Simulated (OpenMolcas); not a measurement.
**OpenMolcas run: B I**

Input:

```
&GATEWAY
Coord
1

B 0.0 0.0 0.0
Basis=ANO-RCC-VQZP
Group=XYZ
NoMove
AngMom=0.0 0.0 0.0
AMFI
&SEWARD
&RASSCF
FileOrb=start.orb
Symmetry=2
Spin=4
nActEl=3 0 0
Inactive=1 0
Ras2=1 3
CIRoot=1 1 1
SDav=1
CIMx=300
Iter=120 100
PrWF=0.3
OrbListing=Nothing
MaxOrb=0
Atom
>>> COPY $Project.JobIph JOBPRE
&RASSCF
FileOrb=start.orb
Symmetry=2
Spin=4
nActEl=3 0 2
Inactive=1 0
Ras2=1 3
Ras3=5 0
CIRoot=1 1 1
SDav=46
CIMx=300
Iter=120 100
PrWF=0.3
OrbListing=Nothing
MaxOrb=0
Thrs=2.0e-7 1.0e-1 5.0e-4
Atom
>>> COPY $Project.JobIph JOB001
&RASSCF
FileOrb=start.orb
Symmetry=2
Spin=2
nActEl=3 0 2
Inactive=1 0
Ras2=1 3
Ras3=5 0
CIRoot=3 3 1
SDav=116
CIMx=300
Iter=120 100
PrWF=0.3
OrbListing=Nothing
MaxOrb=0
Thrs=2.0e-7 1.0e-1 5.0e-4
Atom
>>> COPY $Project.JobIph JOB002
&RASSCF
FileOrb=start.orb
Symmetry=1
Spin=4
nActEl=3 0 2
Inactive=1 0
Ras2=1 3
Ras3=5 0
CIRoot=3 3 1
SDav=28
CIMx=300
Iter=120 100
PrWF=0.3
OrbListing=Nothing
MaxOrb=0
Thrs=2.0e-7 1.0e-1 5.0e-4
Atom
>>> COPY $Project.JobIph JOB003
&RASSCF
FileOrb=start.orb
Symmetry=1
Spin=2
nActEl=3 0 2
Inactive=1 0
Ras2=1 3
Ras3=5 0
CIRoot=5 5 1
SDav=84
CIMx=300
Iter=120 100
PrWF=0.3
OrbListing=Nothing
MaxOrb=0
Thrs=2.0e-7 1.0e-1 5.0e-4
Atom
>>> COPY $Project.JobIph JOB004
&RASSI
NrOfJobIphs=3 3 3 5
1 2 3
1 2 3
1 2 3 4 5
IphNames
JOB002
JOB003
JOB004
EJob
SpinOrbit
DIPRint=1.0
SOCoupling=1000.0
Subsets=2
MEES
Property=10
'ANGMOM' 1 'ANGMOM' 2 'ANGMOM' 3 'MLTPL  1' 1 'MLTPL  1' 2 'MLTPL  1' 3
'AMFI' 1 'AMFI' 2 'AMFI' 3 'MLTPL  2' 6
SOProperty=3
'ANGMOM' 1 'ANGMOM' 2 'ANGMOM' 3
```

A driver script runs the steps one by one and writes start.orb anew before each from the orbitals found so far.

Output, cut to the results:

```
--- SEWARD ---
Basis set label: B.ANO-RCC...5S4P3D2F1G.

      Electronic valence basis set:
      ------------------
      Associated Effective Charge   5.000000 au
      Associated Actual Charge      5.000000 au
      Nuclear Model: Point charge

      Shell  nPrim  nBasis  Cartesian Spherical Contaminant
         s      14       5        X
         p       9       4        X
         d       5       3                 X
         f       3       2                 X
         g       2       1                 X
                  Relativistic Douglas-Kroll-Hess integrals:
                    - DKH order of Hamiltonian: 2
                    - DKH order of Properties : 0
                  Atomic mean-field integrals
--- RASSCF ---
Wave function specifications:
      -----------------------------

      Number of closed shell electrons           2
      Number of electrons in active shells       3
      Max number of holes in RAS1 space          0
      Max nr of electrons in RAS3 space          2
      Number of inactive orbitals                1
      Number of active orbitals                  9
      Number of secondary orbitals              45
      Spin quantum number                      1.5
      State symmetry                             2
Orbital specifications:
      -----------------------

      Symmetry species                           1   2
                                                ag  au
      Frozen orbitals                            0   0
      Inactive orbitals                          1   0
      Active orbitals                            6   3
      RAS1 orbitals                              0   0
      RAS2 orbitals                              1   3
      RAS3 orbitals                              5   0
      Secondary orbitals                        22  23
      Deleted orbitals                           0   0
      Number of basis functions                 29  26
      Number of CSFs                            46
      Number of root(s) required                 1
      Iter CI   SX   CI       RASSCF       Energy    max ROT     max BLB   max BLB  Level Ln srch  Step   QN
          iter iter root      energy       change     param      element    value   shift minimum  type update
 Nr of preliminary CI iterations:   1
 ###############################################################################
 ###############################################################################
 ###                                                                         ###
 ###                                                                         ###
 ###    WARNING: Problems in orbital optimization.                           ###
 ###                                                                         ###
 ###                                                                         ###
 ###############################################################################
 ###############################################################################
  Warning: In symmetry  1, orbital p=   2 has diagonal density matrix element D(p,p) close to zero. D(p,p)=  5.655974E-31
        1   1    6    1   -24.14926335    0.00E+00  -4.81E-05    3   9 2 -6.49E-06   0.50   0.00    SX    NO
        ...
 ###############################################################################
 ###############################################################################
  Warning: In symmetry  1, orbital p=   2 has diagonal density matrix element D(p,p) close to zero. D(p,p)=  2.364645E-30
        4   1    3    1   -24.14926335   -1.44E-11   5.24E-06    3   9 2 -3.16E-07   0.50   0.00    SX    NO
      Convergence after  4 iterations
        5   1    3    1   -24.14926335   -2.86E-12   5.24E-06    3   9 2 -2.40E-07   0.50   0.00    SX    NO
      Natural orbitals and occupation numbers for root  1
      sym 1:   0.000000   0.003796   0.003796   0.003796   0.003796   0.003796
      sym 2:   0.993674   0.993674   0.993674
::    RASSCF root number  1 Total energy:    -24.14926335
--- RASSCF ---
Wave function specifications:
      -----------------------------

      Number of closed shell electrons           2
      Number of electrons in active shells       3
      Max number of holes in RAS1 space          0
      Max nr of electrons in RAS3 space          2
      Number of inactive orbitals                1
      Number of active orbitals                  9
      Number of secondary orbitals              45
...
--- RASSI ---
SPIN-FREE ENERGIES:
  (Shifted by EMIN (a.u.) =        -24.5914951401)

 SF State       Relative EMIN(au)   Rel lowest level(eV)    D:o, cm**(-1)      L_eff

     1             0.0000000000        0.0000000000              0.0000         1.0
     2             0.0000000000        0.0000000000              0.0000         1.0
     3             0.0000000000        0.0000000000              0.0000         1.0
     4             0.1247053743        3.3934061069          27369.6661         1.0
     5             0.1247053743        3.3934061069          27369.6661         1.0
     6             0.1247053743        3.3934061069          27369.6661         1.0
     7             0.2315926544        6.3019571696          50828.7124         2.0
     8             0.2315926544        6.3019571696          50828.7124         2.0
     9             0.2315926544        6.3019571696          50828.7124         2.0
    10             0.2315926544        6.3019571696          50828.7124         2.0
    11             0.2315926544        6.3019571696          50828.7124         2.0
     Dipole printing threshold changed to   1.00000000E+00

++ Dipole transition strengths (spin-free states):
   -----------------------------------------------
     for osc. strength at least  1.00000000E+00

  ( Max oscillator strength is only    3.6934972321478757E-002 )
--
Eigenvalues of complex Hamiltonian:
   -----------------------------------
  (Shifted by EMIN (a.u.) =        -24.5914951401)

 SO State       Relative EMIN(au)   Rel lowest level(eV)    D:o, cm**(-1)     J-value

     1            -0.0000441568        0.0000000000              0.0000         0.4
     2            -0.0000441568        0.0000000000              0.0000         0.4
     3             0.0000220784        0.0018023532             14.5370         1.0
     4             0.0000220784        0.0018023532             14.5370         1.0
...
```

The J values that RASSI prints are effective ones from its own formula and need not be integers or half-integers; the table below assigns J from the states.

Levels above the lowest, from the spin-orbit matrix, grouped by J:

```
Configuration  Term    J  E (cm⁻¹)  Measured (cm⁻¹)      g  Term weight %
       2s² 2p   ²P°  1/2       0.0              0.0  0.666            100
       2s² 2p   ²P°  3/2      14.5             15.3  1.334            100
       2s 2p²    ⁴P  1/2     27371            28870  2.671            100
       2s 2p²    ⁴P  3/2     27376            28875  1.735            100
       2s 2p²    ⁴P  5/2     27384            28881  1.601            100
       2s 2p²    ²D  3/2     50838            47857  0.800            100
       2s 2p²    ²D  5/2     50838            47857  1.200            100
```

Against the 6 measured excited levels shown (NIST Handbook of Basic Atomic Spectroscopic Data) the mean absolute deviation is 1700 cm-1; the largest miss in energy is 2s 2p² ²D_5/2: computed 50838, measured 47857 cm⁻¹ (+6.2 %).

Without dynamic correlation excited terms often stand tens of per cent too high (terms of higher spin than the ground term too low), and those without a measured partner can miss by more than the paired ones. Active for correlation alone: 3d; no level in the range computed is led by a configuration that fills it, so any true level of that kind is missing. Computed and measured levels are paired by configuration, term and J; levels that our copy of the source lacks, or whose pairing is in doubt (as where it misses far off the trend of its configuration), stay unpaired and out of the deviations. Levels of configurations outside the active space are missing. The first state left out of the spin-orbit step lies near 71000 cm-1 above the lowest spin-free state of the reference (among the parities and spins computed), and the list stops at four fifths of that energy or lower.

The term weight is that of the spin-free term in the level, not the purity of its configuration. ° marks odd parity.
